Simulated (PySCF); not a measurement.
Two species compared at the same levels of theory.

First species: C₇H₁₁NOSi.
InChI=1S/C7H11NOSi/c1-3-6(4-2)7(5-8)9-10/h3-4,6-7H,1-2H2,10H3/t7-/m1/s1

Second species: C₇H₁₂P₂.
SMILES: `Cc1cccp1P(C)C`

Levels: PBE0/pcSseg-1 for dipole moment, HOMO energy, LUMO energy and HOMO–LUMO gap; GFN2-xTB for rotational constant A and rotational constant C. Geometries: GFN2-xTB. All species are isolated and taken at one optimised geometry, non-relativistic unless stated. Electronic properties by PySCF.

Dipoles, sizes and rotational constants follow the conformer. The torsions of the flexible species, by atom-mapped SMILES:
- `[CH2:1]=[CH:2][CH:3]([CH:4]=[CH2:5])[C@@H:6]([C:7]#[N:8])[O:9][SiH3:10]`: C1–C2–C3–C4 125°, C2–C3–C4–C5 -125°, C2–C3–C6–C7 -60°, C3–C6–O9–Si10 71°
- `[CH3:1][c:2]1[cH:3][cH:4][cH:5][p:6]1[P:7]([CH3:8])[CH3:9]`: C5–P6–P7–C8 -76°

(1) Which of the two has the higher LUMO energy, and by how much?

(2) Which has the higher dipole moment?

(3) Which has the higher HOMO–LUMO gap?

(4) Which of the two has the higher HOMO energy, and by how much?

(5) Which of the two has the higher rotational constant C, and by how much?

(6) Which of the two has the higher rotational constant A, and by how much?

Answers

(1) The first: -0.51 eV against -1.20 eV, a difference of 0.69 eV.

(2) The first: 4.18 D against 0.77 D, a difference of 3.41 D.

(3) The first: 7.35 eV against 5.07 eV, a difference of 2.28 eV.

(4) The second: -6.27 eV against -7.86 eV, a difference of 1.59 eV.

(5) The second: 0.749 GHz against 0.723 GHz, a difference of 0.026 GHz.

(6) The second: 1.816 GHz against 1.233 GHz, a difference of 0.583 GHz.

On the first: A dipole of 4.18 D is allowed in C1, and pure rotational transitions are dipole-allowed. The dipole equals about 13.9 × 10⁻³⁰ C·m (1 D = 3.33564 × 10⁻³⁰ C·m).

On the second: The dipole matches unit charges of opposite sign 0.16 Å apart (1 e·Å = 4.8032 D). A dipole of 0.77 D is allowed in C1, and pure rotational transitions are dipole-allowed.
